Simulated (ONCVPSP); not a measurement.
# P (Z = 15), ONCV: configuration errors across variants

- Element: phosphorus
- Generator: ONCVPSP 4.0.1
- Type: optimised norm-conserving Vanderbilt (ONCV)
- Functional: LDA (Perdew-Wang 92)
- Relativity: non-relativistic
- Frozen core: [Ne]
- Valence charge: 5
- Reference configuration: 3s2 3p2.75 (charge +0.25)
- Partial waves: 3s: rc 1.65 bohr, ncon 5, nbas 9, qcut 3.4 1/bohr, 3 projectors, debl 2.1 Ha; 3p: rc 1.95 bohr, ncon 5, nbas 9, qcut 4.1 1/bohr, 2 projectors, debl 2.5 Ha; d scattering state at 0.46 Ha: rc 2.10 bohr, ncon 5, nbas 8, qcut 4.9 1/bohr, 1 projector
- Local potential: polynomial inside 1.40 bohr (lpopt 5, dvloc0 3 Ha)
- Core correction: none

All-electron excitation energies from the reference (eV): (1) 3s2 3p3 -1.652; (2) 3s2 3p2 8.175; (3) 3s2 3p1 27.431; (4) 3s1 3p4 6.756.

1 further variants failed, have other tests or too few solved ones, and are left out.

A true bound ghost makes a file unfit for plane-wave use even where its test errors are small: the radial tests pick states by their node count and pass the ghost by.

Errors AE − PS in meV (a dash: test not solved or not reliable):

```csv
change,(1),(2),(3),(4),bound ghosts,GHOST(+) flags above zero
base,+0.1,+2.1,+25,+2.0,s,s
"s: rc 1.28; local potential polynomial inside 1.28 bohr (lpopt 5, dvloc0 3 Ha)",+0.1,+2.0,+25,+2.4,s,s
s: rc 1.46,+0.1,+2.0,+24,+2.5,s,s
s: rc 1.7,+0.1,+2.1,+26,+1.7,none,s
s: rc 1.88,+0.1,+2.4,+29,0.0,none,s
s: rc 2.02,+0.1,+2.8,+32,-2.0,none,none
s: rc 2.4,+0.2,+4.2,+45,-10,none,none
```

Give the same row for: s: rc 2.2.

+0.1, +3.4, +38, -5.5; bound ghosts: none; GHOST(+) flags above zero: none.
